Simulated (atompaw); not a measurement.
## u(r) = r·R(r): atom against pseudo-atom (F (Z = 9))

Columns: radius, all-electron u(r) and pseudo u(r) of the 2p shell (level -11.54 eV) of fluorine in the configuration [He] 2s1 2p6; PBE, scalar-relativistic, PAW (atompaw) scheme, atompaw 4.2.0.5.

```tsv
r (bohr)	all-electron	pseudo
0.077	0.0906	0.0064
0.154	0.2649	0.0253
0.231	0.4445	0.0558
0.308	0.5989	0.0966
0.385	0.7196	0.1459
0.462	0.8069	0.2015
0.538	0.8635	0.2602
0.615	0.8956	0.3211
0.692	0.9072	0.3809
0.769	0.9032	0.4373
0.846	0.8875	0.4883
0.923	0.8634	0.5320
1.000	0.8334	0.5672
1.077	0.7997	0.5931
1.154	0.7635	0.6092
1.231	0.7263	0.6159
1.308	0.6887	0.6135
1.385	0.6514	0.6032
1.462	0.6148	0.5862
1.538	0.5797	0.5642
1.615	0.5454	0.5381
1.692	0.5126	0.5097
1.769	0.4812	0.4804
1.846	0.4514	0.4513
1.923	0.4231	0.4231
2.000	0.3963	0.3963
```

Task: How many radial nodes do the two functions have?

Result: The all-electron 2p function has n − l − 1 = 0; the pseudo-wave has 0.

Task: Is the pseudo-wave norm-conserving?

Result: No, it belongs to a PAW set: the norm inside the radius is not constrained, and the difference is carried by the augmentation charge.
